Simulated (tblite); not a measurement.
Compound: C₆H₇Cl.
SMILES with atom numbers: `[CH2:1]=[CH:2][C:3](=[CH2:4])/[CH:5]=[CH:6]/[Cl:7]` (hydrogens: H8, H9 on C1; H10 on C2; H11, H12 on C4; H13 on C5; H14 on C6)

Geometry (GFN2-xTB, Å), atoms numbered from 1 in this order:
```xyz
14
C6H7Cl angstrom
C     -0.093    1.973   -0.279
C     -0.911    0.931   -0.230
C     -0.521   -0.466   -0.436
C     -1.391   -1.325   -0.983
C      0.811   -0.931   -0.063
C      1.561   -0.385    0.888
Cl     3.104   -1.011    1.316
H      0.962    1.864   -0.462
H     -0.456    2.980   -0.159
H     -1.973    1.091   -0.095
H     -2.387   -1.022   -1.254
H     -1.132   -2.352   -1.175
H      1.162   -1.818   -0.572
H      1.264    0.470    1.475
```

All values are computed: GFN2-xTB (tblite) harmonic vibrations without scaling, gas phase. Against measured fundamentals such values can be off by several per cent, at times by over 20. One conformer, not necessarily the lowest.

Harmonic wavenumbers (cm⁻¹): 87.3, 114.9, 150.8, 184.3, 247.5, 339.5, 413.6, 434.9, 565.8, 643.1, 730.9, 753.0, 821.6, 845.1, 879.1, 899.9, 958.6, 987.2, 1021.7, 1038.8, 1183.6, 1265.5, 1288.3, 1306.7, 1401.5, 1415.6, 1631.2, 1637.8, 1681.3, 3053.1, 3069.7, 3088.6, 3107.7, 3110.2, 3132.7, 3137.6.

A = 4077, B = 1137, C = 907.0 MHz; mass 114.024 u (most abundant isotopes); point group C1, symmetry number 1.

Task: What is the zero-point energy?

Result: Half the sum of the wavenumbers: 23314 cm⁻¹ = 278.90 kJ/mol.

Task: Entropy at 400 K, 1 bar (ideal gas, RRHO, classical rotation)?

Result: Translation 174.03, rotation 123.86, vibration 111.95: S = 409.8 J/(mol K).

Task: And Cp and H(400 K) − H(0)?

Result: Cp = 156.52 J/(mol K), of which vibrations give 123.26 (their classical limit is 36 R = 299.3); H(400 K) − H(0) = 37.77 kJ/mol without the zero-point energy, 24.47 from vibrations.

Task: How do the functions run with temperature in this model?

Result: 
```csv
T (K),S (J/(mol K)),Cp (J/(mol K)),H − H(0) (kJ/mol),G − H(0) (kJ/mol),ln q(vib)
150,300.0,79.2,8.20,-36.81,1.61
250,347.7,110.4,17.65,-69.26,3.37
298.15,368.4,126.0,23.35,-86.51,4.24
600,482.5,201.8,73.92,-215.58,9.76
900,573.0,244.0,141.34,-374.41,14.96
```

q(vib) and H(0) count from the zero-point level.

Task: Which modes carry the vibrational entropy at 400 K?

Result: 87.3 cm⁻¹: 17.98; 114.9 cm⁻¹: 15.72; 150.8 cm⁻¹: 13.50; 184.3 cm⁻¹: 11.88; 247.5 cm⁻¹: 9.55; 339.5 cm⁻¹: 7.15 J/(mol K); the other 30 give 36.16 together.

Hindered rotation and anharmonicity are outside this model. Other conformers, if any are populated, would add a mixing term that is left out. The structure is chiral; the term R ln 2 for an equal mix with its mirror image is left out.
